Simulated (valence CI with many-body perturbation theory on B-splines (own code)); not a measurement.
**Ni12+: what each term of the Hamiltonian does**

Computed by relativistic CI+MBPT: six valence electrons over a frozen Dirac-Fock core [Ne], a basis of 9 s, 9 p, 8 d, 6 f, 3 g, 1 h functions for each j, with the one-electron correlation potential Σ1 (screened to all orders), the two-electron term Σ2, the three-electron term Σ3, Breit, model QED; selected single and double excitations, second order for the rest, scaled by the run's own slope (own B-spline code, finite nucleus).

No measured spectrum was set against this ion. As an estimate, levels of excited configurations hold to 0.05 to 0.15 % of their energy, terms of the ground configuration to about 0.5 %. Among the levels kept, up to 1500 cm⁻¹ of a level comes from second order outside the variational space, and about a tenth of that is noise between levels of different J, which matters for small intervals.

Each rung adds one term. CI alone is the Dirac-Coulomb CI over the frozen core; QED comes last and gives the full result, which names the levels. Energies are above 3s2.3p4 3P_2 on the same rung, in cm⁻¹.

Names give the largest LS component (configuration and term), which can be under half, so a name can repeat, a term be missing and a line seem to break the LS rules; names also repeat where a configuration has a term twice. Letters in brackets count levels of one name in rising energy.

| Level | CI alone |
| --- | --- |
| 3s2.3p4 3P_1 | 19738 |
| 3s2.3p4 3P_0 | 20302 |
| 3s2.3p4 1D_2 | 47822 |
| 3s2.3p4 1S_0 | 99264 |
| 3s.3p5 3P°_2 | 330865 |
| 3s.3p5 3P°_1 | 344978 |
| 3s.3p5 3P°_0 | 354397 |
| 3s.3p5 1P°_1 | 423379 |
| 3s2.3p3.3d 5D°_0 | 449776 |
| 3s2.3p3.3d 5D°_1 | 450186 |
| 3s2.3p3.3d 5D°_2 | 450480 |
| 3s2.3p3.3d 5D°_3 | 450990 |
| 3s2.3p3.3d 5D°_4 | 452909 |
| 3s2.3p3.3d 3D°_2 [a] | 477498 |
| 3s2.3p3.3d 3D°_3 [a] | 483197 |
| 3s2.3p3.3d 3D°_1 [a] | 485573 |

Q: What do these energies become with core correlation, Breit and QED?

A: 3s2.3p4 3P_1 19528 (-211); 3s2.3p4 3P_0 20100 (-202); 3s2.3p4 1D_2 47204 (-617); 3s2.3p4 1S_0 98151 (-1113); 3s.3p5 3P°_2 330072 (-793); 3s.3p5 3P°_1 344024 (-954); 3s.3p5 3P°_0 353414 (-984); 3s.3p5 1P°_1 420993 (-2386); 3s2.3p3.3d 5D°_0 447444 (-2331); 3s2.3p3.3d 5D°_1 447802 (-2384); 3s2.3p3.3d 5D°_2 448014 (-2466); 3s2.3p3.3d 5D°_3 448401 (-2589); 3s2.3p3.3d 5D°_4 450170 (-2738); 3s2.3p3.3d 3D°_2 [a] 474644 (-2854); 3s2.3p3.3d 3D°_3 [a] 480184 (-3013); 3s2.3p3.3d 3D°_1 [a] 482619 (-2954).

Q: How does the ionisation energy move along the ladder, and which term matters most?

A: CI alone 384.81, + Σ1 385.39, + Σ2 385.36, + Σ3 385.09, + Breit 384.94, + QED 384.95 eV. The largest step is Σ1, 0.58 eV. NIST lists 384.5 ± 0.5 eV (semi-empirical).
